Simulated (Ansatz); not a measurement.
HO4S (SMILES O=S(=O)([O-])O), charge -1, singlet, geometry from GFN2-xTB (a gas-phase anion, which may not be bound at this level); B3LYP/cc-pVDZ run with Ansatz (a first-principles code).

Input for Ansatz:
Ansatz 0.2 input:
```yaml
crystal:
  periodic: [false, false, false]
  atoms:
    - {symbol: O, position_ang: [1.38992049, -0.28176098, -0.58148330]}
    - {symbol: S, position_ang: [-0.13445586, 0.02400851, 0.02026324]}
    - {symbol: O, position_ang: [0.12119981, -0.01438956, 1.45858623]}
    - {symbol: O, position_ang: [-0.97063154, -1.05348789, -0.46961795]}
    - {symbol: O, position_ang: [-0.49393968, 1.33543365, -0.48378888]}
    - {symbol: H, position_ang: [1.77890124, -0.27049776, 0.28621944]}
basis:
  gaussian:
    orbitals: cc-pVDZ
hamiltonian:
  xc: b3lyp
total_charge: -1
scf: {lower_state_search: light}
```

**Question.** Write the output that Ansatz gives for this input, abridged.

**Answer.** 
```
Functional definition: B3LYP
745 factors; integrals over basis functions are off by at most 1.2e-3 eV
mean field evaluation 1: about -19029.7799 eV, gradient 7.4e1 eV
mean field evaluation 2: about -19014.6146 eV, gradient 1.2e2 eV
mean field evaluation 4: about -19039.2066 eV, gradient 5.8e0 eV
mean field evaluation 8: about -19039.5593 eV, gradient 2.0e-1 eV
mean field evaluation 16: about -19039.5594 eV, gradient 8.9e-6 eV
mean field -19039.55941097 eV, -699.6909028762 hartree, gradient 2.0e-5 eV, S^2 0.000000; 0 other end points of the search recorded, 0 dependent functions left out
reference -19039.55955247 eV, -699.6909080761 hartree; 25, 25 occupied and 54, 54 virtual orbitals, 745 factors
Total energy: -19039.55955247 eV, -699.6909080761 hartree
```
